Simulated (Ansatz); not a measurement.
Relaxation of C2H5AlS (9 atoms, charge 0, multiplicity 1), to a largest force component of 0.02 eV/Å in at most 50 steps.

Computed with RKS PBE0-D4/def2-SVP in Ansatz.

```xyz
9
Properties=species:S:1:pos:R:3:forces:R:3
C -0.324 1.498 -0.901 -0.97 1.33 -0.73
Al 0.457 -0.149 -0.270 -0.63 -2.11 0.12
C 0.295 -1.458 1.136 2.08 1.17 2.07
S 0.666 -2.447 -0.344 -0.07 1.21 -1.36
H -0.974 1.327 -1.837 0.97 0.17 1.11
H -1.028 1.973 -0.120 1.03 -0.79 -0.82
H 0.449 2.280 -1.153 -0.63 -0.50 0.07
H 1.226 -1.488 1.843 -1.93 -0.08 -0.64
H -0.678 -1.582 1.629 0.12 -0.39 0.18
```

Problem. Where does it end, and by what steps?

Solution. It converged. The force dipped under the threshold on the way, but the program's further checks kept it going. After 15 steps the energy has fallen by 0.722 eV; H5 moved furthest, 0.50 Å.

```csv
step,energy less start (eV),largest force component (eV/Å),accepted
0,0.0000,2.109,yes
1,-0.5895,1.107,yes
2,-0.6900,0.331,yes
3,-0.7156,0.211,yes
4,-0.7200,0.024,yes
5,-0.7204,0.037,yes
6,-0.7207,0.002,yes
7,-0.7209,0.055,yes
8,-0.7212,0.035,yes
9,-0.7215,0.037,yes
10,-0.7217,0.043,yes
11,-0.7218,0.034,yes
12,-0.7220,0.024,yes
13,-0.7221,0.022,yes
14,-0.7222,0.035,yes
15,-0.7222,0.018,yes
```

```xyz
9
Properties=species:S:1:pos:R:3
C -0.362 1.531 -0.960
Al 0.016 -0.204 -0.184
C 0.398 -1.420 1.256
S 0.324 -2.295 -0.451
H -0.536 1.465 -2.044
H -1.253 1.979 -0.491
H 0.481 2.220 -0.787
H 1.394 -1.517 1.709
H -0.375 -1.805 1.934
```

Time of the run: 24 s on 2 threads of Intel(R) Xeon(R) Platinum 8488C (Sapphire Rapids) (shared host), peak memory 0.2 GiB.
